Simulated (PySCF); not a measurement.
Spinor energies of Os⁻ (osmium, charge -1)

Start: [Xe] 4f14 5d7 6s2; 5d3/2 filled at m_j = -3/2, -1/2, +1/2, +3/2; 5d5/2 filled at m_j = +1/2, +3/2, +5/2. Calculated with PySCF 2.14 in x2c-SVPall-2c with one added diffuse shell each of s, d type (8s9p10d2f, 99 functions): generalised Hartree-Fock with the X2C-1e Hamiltonian and a Gaussian nucleus; one run each with spin-orbit coupling (SO) switched off, then screened by Boettger's factors.

| spinor shell | electrons | ε, spin-free (eV) | ε, screened SO (eV) | weight of nominal j (screened SO) | rms radius, screened SO (bohr) |
| --- | --- | --- | --- | --- | --- |
| 1s1/2 | 2 | -74266.5 | -74241.8 | 1.000 | 0.0201 |
| 2s1/2 | 2 | -13073.4 | -13065.6 | 1.000 | 0.0809 |
| 2p1/2 | 2 | -11390.0 | -12487.4 | 1.000 | 0.0687 |
| 2p3/2 | 4 | -11390.0 | -10950.1 | 1.000 | 0.0764 |
| 3s1/2 | 2 | -3100.9 | -3098.3 | 1.000 | 0.207 |
| 3p1/2 | 2 | -2598.3 | -2840.2 | 1.000 | 0.198 |
| 3p3/2 | 4 | -2598.3 | -2499.3 | 1.000 | 0.214 |
| 3d3/2 | 4 | -2029.1 | -2071.0 | 1.000 | 0.189 |
| 3d5/2 | 6 | -2029.1 | -1998.4 | 1.000 | 0.192 |
| 4s1/2 | 2 | -682.06 | -681.13 | 1.000 | 0.459 |
| 4p1/2 | 2 | -514.26 | -571.51 | 1.000 | 0.466 |
| 4p3/2 | 4 | -514.26 | -490.48 | 1.000 | 0.499 |
| 4d3/2 | 4 | -301.52 | -310.12 | 1.000 | 0.520 |
| 4d5/2 | 6 | -301.52 | -294.74 | 1.000 | 0.531 |
| 5s1/2 | 2 | -99.788 | -99.541 | 1.000 | 1.09 |
| 5p1/2 | 2 | -54.254 | -63.894 | 0.895 | 1.19 |
| 4f5/2 | 6 | -62.808 | -63.985 | 0.967 | 0.638 |
| 4f7/2 | 8 | -62.808 | -61.052 | 0.997 | 0.612 |
| 5p3/2 | 4 | -54.254 | -49.911 | 0.991 | 1.28 |
| 5d3/2 | 4 | -3.980 | -4.379 | 0.714 | 2.06 |
| 5d5/2 | 3 | -3.980 | -3.399 | 0.618 | 2.49 |
| 6s1/2 | 2 | -1.291 | -1.386 | 0.765 | 4.46 |

```
   quantity     spin-free   screened SO
E (hartree)  -17240.18769  -17262.67866
        M_J           9/2           9/2
       ⟨J²⟩        24.916        24.909
       ⟨L²⟩        12.007        12.841
       ⟨S²⟩         3.909         3.755
```

The basis lacks diffuse functions for the outer shell of this anion, so its levels lie too high.

Each row is a mean over spinors that exchange with the open shell spreads, by up to 6.307 eV (5p3/2).

Rows whose weight is well below 1 are mixtures of j = l ± 1/2: exchange outweighs spin-orbit coupling there, and the label is only the starting occupation.

⟨J²⟩ departs a little from M_J(M_J + 1) because the unrestricted spinors polarise the closed shells.

Breit and QED terms are absent; they matter most for the inner s and p1/2 levels.

Densities and radii are taken from the X2C orbitals without a picture-change correction, which distorts them close to the nucleus.

Without spin-orbit coupling the j labels of p, d and f shells carry no meaning; the spin-free column gives the mean over the occupied spinors of each nl shell, and its ⟨J²⟩ belongs to a mixture of degenerate components.
